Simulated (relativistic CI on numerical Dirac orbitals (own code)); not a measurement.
## Forbidden lines of Lu XLVII

Method of calculation: Dirac-Coulomb-Breit CI, KLI orbitals optimised for each configuration, model QED (radiative potential, 1s self-energy scaled to tabulated hydrogen-like ionisation energies), unscaled Slater integrals (own radial code, finite nucleus).

Configuration list (outside the closed core [Ne]): 3s2.3p6.3d7, 3s2.3p5.3d8, 3s2.3p4.3d9, 3s.3p6.3d8, 3p6.3d9, 3s.3p5.3d9, 3s2.3p6.3d6.4s, 3s2.3p6.3d6.4p, 3s2.3p4.3d8.4s, 3s2.3p6.3d6.4d, 3s2.3p4.3d8.4p, 3s2.3p5.3d7.4s, 3s2.3p6.3d6.4f, 3s2.3p5.3d7.4p, 3s2.3p6.3d5.4s2, 3s.3p6.3d7.4s. Levels of other configurations are missing.

```tsv
λ vac (Å)	Lower	Upper	Type	A (s⁻¹)	gf	Branching (%)
7.7915	3s2.3p6.3d7 4F_9/2 [1]	3s2.3p6.3d6.4s 6D_7/2 [135]	E2	7.06e+08	5.14e-05	12.2
7.8501	3s2.3p6.3d7 2P_3/2 [2]	3s2.3p6.3d6.4s 6D_7/2 [135]	E2	3.28e+08	2.42e-05	5.7
7.8819	3s2.3p6.3d7 2D_5/2 [3]	3s2.3p6.3d6.4s 6D_7/2 [135]	E2	3.99e+08	2.97e-05	6.9
8.0032	3s2.3p6.3d7 4F_9/2 [1]	3s2.3p6.3d6.4s 4P_5/2 [128]	E2	4.96e+09	2.86e-04	29.0
8.0094	3s2.3p6.3d7 2D_5/2 [3]	3s2.3p6.3d6.4s 4P_1/2 [132]	E2	8.90e+09	1.71e-04	29.5
8.0260	3s2.3p6.3d7 4F_9/2 [1]	3s2.3p6.3d6.4s 2F_7/2 [126]	E2	8.64e+09	6.68e-04	34.7
8.0442	3s2.3p6.3d7 4F_9/2 [1]	3s2.3p6.3d6.4s 4F_9/2 [125]	E2	4.05e+09	3.93e-04	36.2
8.0541	3s2.3p6.3d7 2P_3/2 [2]	3s2.3p6.3d6.4s 2P_3/2 [131]	E2	8.52e+09	3.31e-04	37.4
8.0604	3s2.3p6.3d7 4F_7/2 [4]	3s2.3p6.3d6.4s 6D_7/2 [135]	E2	9.88e+08	7.70e-05	17.0
8.0651	3s2.3p6.3d7 2P_3/2 [2]	3s2.3p6.3d6.4s 4P_5/2 [128]	E2	8.30e+08	4.85e-05	4.8
8.0875	3s2.3p6.3d7 2D_5/2 [3]	3s2.3p6.3d6.4s 2P_3/2 [131]	E2	4.40e+09	1.73e-04	19.3
8.0882	3s2.3p6.3d7 2P_3/2 [2]	3s2.3p6.3d6.4s 2F_7/2 [126]	E2	1.94e+09	1.52e-04	7.8
8.0986	3s2.3p6.3d7 2D_5/2 [3]	3s2.3p6.3d6.4s 4P_5/2 [128]	E2	9.01e+08	5.32e-05	5.3
8.1208	3s2.3p6.3d7 4P_5/2 [7]	3s2.3p6.3d6.4s 6D_7/2 [135]	E2	8.28e+08	6.55e-05	14.3
8.1219	3s2.3p6.3d7 2D_5/2 [3]	3s2.3p6.3d6.4s 2F_7/2 [126]	E2	4.47e+09	3.54e-04	18.0
8.1406	3s2.3p6.3d7 2D_5/2 [3]	3s2.3p6.3d6.4s 4F_9/2 [125]	E2	4.09e+08	4.06e-05	3.6
199.94	3s2.3p6.3d7 2H_9/2 [5]	3s2.3p6.3d7 2H_9/2 [15]	M1	1.23e+06	7.35e-05	58.1
205.52	3s2.3p6.3d7 4F_7/2 [4]	3s2.3p6.3d7 4F_5/2 [13]	M1	3.41e+06	1.29e-04	83.7
206.43	3s2.3p6.3d7 4F_9/2 [1]	3s2.3p6.3d7 2H_9/2 [5]	M1	1.25e+06	7.99e-05	99.9
233.52	3s2.3p6.3d7 4F_9/2 [1]	3s2.3p6.3d7 4F_7/2 [4]	M1	1.94e+06	1.27e-04	94.0
```

Terms are leading LS components. Brackets give the number of a level in order of energy, since labels repeat. The list gives strong lines, with weight on those to low levels, among the lowest 200 of 2750 levels, so that lines to higher ones, which can be the strongest, are missing. Levels whose partners in the same complex of configurations lie outside the list can be far off, and so can their lines. Rates are taken at the computed energies, electric ones in the length gauge.

At this charge energies of transitions that change n are usually good to better than 1 %, and those within a shell (Δn = 0) to a few per cent.

LS names give the leading component of a level, which can be under half, so a name can repeat, a term be missing and a line seem to break the LS rules.
